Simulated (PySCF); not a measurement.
B3LYP has the VWN-RPA correlation part, as in Gaussian. 

Z-matrix (Å, degrees):
```
Zr
F 1 1.8954
F 1 1.8958 2 114.12
H 1 1.8613 2 108.08 3 -120.23
H 1 1.8616 4 110.42 2 117.96
```
Charge 0, spin multiplicity 1.

Q: Predict the total energy, HOMO–LUMO gap, HOMO, charge on the central atom (Mulliken) and dipole moment from B3LYP-D3(BJ)/def2-TZVP // BP86-D3(BJ)/def2-SVP (PySCF 2.14.0).

A: 
- total energy: -248.1928 Ha
- HOMO–LUMO gap: 5.82 eV
- HOMO: -8.55 eV
- charge on the central atom (Mulliken): 1.24 e
- dipole moment: 0.39 D
